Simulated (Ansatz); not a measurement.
Cost and result for the atomization energy of AlFH₄OSi₂ (`O[Si]1(F)[AlH][SiH2]1`) (9 atoms, 9 bonds).

| atom | x (Å) | y (Å) | z (Å) |
| --- | --- | --- | --- |
| O1 | 1.760 | -0.635 | -1.345 |
| Si2 | 0.925 | -0.118 | -0.031 |
| F3 | 1.977 | -0.192 | 1.185 |
| Al4 | -0.890 | 1.449 | -0.386 |
| Si5 | -1.268 | -0.800 | 0.206 |
| H6 | 2.527 | -1.189 | -1.183 |
| H7 | -1.565 | 2.883 | -0.487 |
| H8 | -2.207 | -1.809 | 0.805 |
| H9 | -1.259 | 0.410 | 1.236 |

Total charge 0; spin multiplicity 1. Geometry: relaxed with PBE0-D4/def2-TZVP. It is one conformer, not always the lowest. Program: Ansatz. All runs use 4 threads of a server CPU on a shared host. Times are those of one run each, without the atoms' runs, and a repeat can differ threefold. Electronic energies, without spin–orbit coupling; frozen cores. CCSD(T)/CBS adds CCSD(T) − MP2 in def2-TZVPP to the MP2 limit, and its time is that of the two runs behind it. T1 = 0.015. B3LYP takes the VWN-RPA correlation (the form of Gaussian; ORCA's B3LYP/G). HSE06 is the plane-wave form, built on full-range PBE exchange.

CCSD(T)/CBS is a level of theory with its own doubt, some kJ/mol a heavy atom from the limit and from the frozen cores, so smaller differences don't rank the functionals.

```
                            level  functions  wall time  atomization (kJ/mol)  difference from CCSD(T)/CBS  per bond
             revPBE-D4/def2-TZVPP        244      1.9 s                2825.6                        -59.2      -6.6
  PBE-D4/def2-TZVPP (with forces)        244      2.3 s                2903.7                         18.9       2.1
                 CCSD(T)/def2-SVP        102      2.7 s                2597.1                       -287.7     -32.0
              HSE06-D4/def2-TZVPP        244      3.1 s                2845.3                        -39.5      -4.4
              BHLYP-D4/def2-TZVPP        244      3.1 s                2750.3                       -134.5     -14.9
          CAM-B3LYP-D4/def2-TZVPP        244      3.5 s                2851.6                        -33.2      -3.7
B3LYP-D4/def2-TZVPP (with forces)        244      4.4 s                2837.6                        -47.2      -5.3
               ωB97X-V/def2-TZVPP        244        8 s                2885.5                          0.7       0.1
                B97M-V/def2-TZVPP        244      8.5 s                2929.3                         44.5       4.9
 ωB97M-V/def2-TZVPP (with forces)        244       12 s                2867.5                        -17.3      -1.9
                   MP2/def2-QZVPP        444       16 s                2902.5                         17.7       2.0
               CCSD(T)/def2-TZVPP        244       82 s                2783.7                       -101.1     -11.2
                CCSD(T)/CBS(def2)          –       98 s                2884.8                          0.0       0.0
```

At CCSD(T), def2-SVP lies −287.7 kJ/mol from the extrapolated value and def2-TZVPP −101.1 kJ/mol: correlation converges slowly with the basis, and small sets miss more of it in the bonded molecule than in its fragments. From BLYP to BHLYP (50 % exact exchange), in def2-TZVPP and without D4, the atomization energy moves by −71.2 kJ/mol: exact exchange takes away binding that semilocal exchange gives to molecules. The D4 term adds +36.6 kJ/mol with B3LYP and +19.1 kJ/mol with PBE0; it sums over pairs of atoms, weighted by their polarisabilities, and B3LYP, whose exchange is more repulsive, gets the larger term.
